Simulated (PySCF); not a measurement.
Electron correlation in Mn⁷⁺ (manganese, charge +7)

Starting occupation: [Ar]. Computed with PySCF 2.14 in an even-tempered Gaussian basis (20 s from 0.096 bohr⁻², ratio 2.6; 14 p from 0.12 bohr⁻², ratio 2.6; 6 d from 0.13 bohr⁻², ratio 2.8; 3 f from 5.7 bohr⁻², ratio 2.8), with X2C-1e with screened-nucleus spin-orbit coupling, Gaussian nucleus. Frozen: [Ne]; 8 electrons correlated; the 58 highest virtual spinors left out.

MP2 pair energies summed by pair of shells (mhartree):

| pair | energy | share (%) |
| --- | --- | --- |
| 3p3/2-3p3/2 | -93.80 | 36.5 |
| 3p1/2-3p3/2 | -90.76 | 35.3 |
| 3p3/2-3s1/2 | -25.47 | 9.9 |
| 3p1/2-3p1/2 | -24.21 | 9.4 |
| 3p1/2-3s1/2 | -12.85 | 5.0 |
| 3s1/2-3s1/2 | -10.24 | 4.0 |

Total MP2 correlation energy: -257.33 mhartree.

The virtual space was cut to 56 spinors, which keep -248.29 of the -257.33 mhartree of MP2 correlation.

| level | correlation energy (mhartree) |
| --- | --- |
| CCSD | -270.81 |
| (T) | -3.48 |
| CCSD(T) | -274.29 |

Diagnostics: T1 = 0.0014, largest double amplitude 0.051.

Q: Is a single reference adequate?

A: Yes: T1 lies below 0.03 and no double amplitude reaches 0.07.

The coupled-cluster values are those of the cut space; adding the MP2 remainder, -9.04 mhartree, estimates the full space.
